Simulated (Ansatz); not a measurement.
Job for Ansatz (a quantum-chemistry and plane-wave program): R-RI-MP2/def2-QZVPP on H3NPbS (SMILES [NH2][Pb][SH]), a point of a torsion scan. Elements past Kr take the def2 small-core potentials; no spin–orbit coupling. Files ending in .json are basis or fitting sets from the Basis Set Exchange. The run froze 15 orbitals, filled d shells among them.

Ansatz 0.2 input:
```yaml
crystal:
  periodic: [false, false, false]
  atoms:
    - {symbol: N, position_ang: [-1.25926704, 0.07837002, 0.08921468]}
    - {symbol: Pb, position_ang: [-0.01264216, -1.47019950, 0.82920186]}
    - {symbol: S, position_ang: [2.14231132, -0.54421300, -0.23579021]}
    - {symbol: H, position_ang: [-2.24822372, 0.19458742, 0.24408574]}
    - {symbol: H, position_ang: [-0.95527693, 0.85954205, -0.46939382]}
    - {symbol: H, position_ang: [2.03948833, -1.19256324, -1.38483404]}
basis:
  gaussian:
    orbitals: def2-QZVPP.json
    fitting: {mean_field: def2-universal-JKFIT, correlation: def2-QZVPP-RIFIT.json}
magnetization: {spin_polarized: false}
correlation: {method: mp2, electrons: outside_noble_gas}
scf: {lower_state_search: off}
```

Output:

```
WARN ansatz: RAYON_NUM_THREADS=1 ignored (pool sized by the plan → 1); use --threads N
Functional definition: HF
these checks for a lower state are left out or cut short: stability, starts, cluster_reference, orbital_swaps, neighbouring_geometries, increment
integrals: 0.37 GiB planned
510 factors; integrals over basis functions are off by at most 2.4e0 eV
mean field: 0.59 GiB planned
mean field evaluation 1: about -17564.5153 eV, gradient 4.4e1 eV
mean field evaluation 2: about -17566.2959 eV, gradient 3.6e1 eV
mean field evaluation 4: about -17568.9295 eV, gradient 1.9e0 eV
mean field evaluation 8: about -17568.9444 eV, gradient 9.9e-7 eV
mean field -17568.94440674 eV, -645.6467982894 hartree, gradient 9.9e-7 eV, S^2 0.000000; 0 other end points of the search recorded, 0 dependent functions left out
15 core orbitals not correlated
741 factors; their error is unknown
reference -17568.94440674 eV, -645.6467982894 hartree; 9, 9 occupied and 275, 275 virtual orbitals, 741 factors
second order -14.08865323 eV of doubles, -0.00000000 eV of singles
Total energy: -17583.03305997 eV, -646.1645467459 hartree
Checks for a lower state left out: stability, starts, cluster_reference, orbital_swaps, neighbouring_geometries, increment
```

The run converged.

Cost: very roughly 3 core-seconds.
